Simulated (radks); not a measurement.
Question: Pr III, configuration [Xe] 4f3. All-electron calculation, scalar-relativistic Kohn-Sham, Slater X-alpha with alpha = 0.561, spin-polarised, spherical densities, finite nucleus; open shells are filled with parallel spins first (spin-orbit coupling, left out, can overturn this in heavy ions); Fermi nuclear charge, rms radius 4.8919 fm. Program: a radial shooting solver on a logarithmic mesh with Libxc functionals. Some entries of the table are withheld. Estimate them.

orbital  occ.  eigenvalue (Ry)  <r> (bohr)  r(max) (bohr)
1s down     1        -3064.241     0.02413        0.01544
1s up       1        -3064.241     0.02413        0.01544
2s up       1        -492.6421      0.1033        0.08744
2s down     1        -492.6411      0.1033        0.08744
2p up       3        -440.8440     0.09072        0.07039
2p down     3        -440.8434     0.09072        0.07039
3s up       1        -106.5273      0.2734         0.2499
3s down     1        -106.4807      0.2734         0.2499
3p up       3        -90.14709      0.2715         0.2447
3p down     3        -90.10082      0.2715         0.2446
3d up       5        -67.07299      0.2486         0.2010
3d down     5        -67.03651      0.2485         0.2009
4s up       1        -21.68980      0.6251         0.5806
4s down     1        -21.55858      0.6248         0.5804
4p up       3        -16.35001      0.6628         0.6066
4p down     3        -16.21693      0.6626         0.6063
4d up       5         -8.72476      0.7329         0.6390
4d down     5         -8.58976      0.7327         0.6385
5s up       1         -3.62555       1.512          1.355
5s down     1         -3.52566       1.521          1.360
5p up       3         -2.33866       1.771          1.539
5p down     3         -2.25683       1.788          1.549
4f up       3         -0.81406         (1)         0.7046
4f down     0         -0.69661         (2)         0.7055

Answer: 
(1) 4f up <r> (bohr): 1.210
(2) 4f down <r> (bohr): 1.271
